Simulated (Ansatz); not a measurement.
```yaml
crystal:
  periodic: [false, false, false]
  atoms:
    - {symbol: C, position_ang: [0.979841, -2.236225, -0.087742]}
    - {symbol: Zn, position_ang: [0.734531, -0.361919, -0.495276]}
    - {symbol: Se, position_ang: [0.498524, 1.886116, -1.027387]}
    - {symbol: C, position_ang: [-1.033317, 2.094504, 0.174076]}
    - {symbol: F, position_ang: [-2.184903, 2.183108, -0.489569]}
    - {symbol: F, position_ang: [-0.918204, 3.192146, 0.916053]}
    - {symbol: F, position_ang: [-1.156711, 1.051382, 1.025307]}
    - {symbol: H, position_ang: [0.396783, -2.855064, -0.772130]}
    - {symbol: H, position_ang: [2.031950, -2.513334, -0.176503]}
    - {symbol: H, position_ang: [0.651505, -2.440712, 0.933161]}
basis:
  gaussian: {orbitals: aug-cc-pVTZ}
hamiltonian: {xc: {name: HF}}
correlation: {active_space: {window: {electrons: 3, orbitals: 2}}}
```

```sh
$ ansatz run in.yaml --threads 2 --pin off --events-out ev --progress --plain --max-ram 32768MiB --backend cuda --devices 0, --max-vram 18GiB
```

Output, abridged:

```
Functional definition: HF
2841 factors; integrals over basis functions are off by at most 8.8e-4 eV
mean field evaluation 1: about -123907.0270 eV, gradient 5.3e1 eV
mean field evaluation 2: about -123907.1965 eV, gradient 5.3e1 eV
mean field evaluation 4: about -123912.7192 eV, gradient 6.1e0 eV
mean field evaluation 8: about -123912.8111 eV, gradient 8.6e-1 eV
mean field evaluation 16: about -123912.8129 eV, gradient 1.8e-6 eV
mean field -123912.81287571 eV, -4553.7118820611 hartree, gradient 1.8e-6 eV, S^2 0.000000; 0 other end points of the search recorded, 0 dependent functions left out
reference -123912.81287571 eV, -4553.7118820611 hartree; 53, 53 occupied and 398, 398 virtual orbitals, 2841 factors
Error: 3 electrons in 2 orbitals form no window around the highest filled level of the reference
```

(1) What is wrong with this run?

Results:

(1) The active space doesn't fit the electrons. The run stopped with an error.
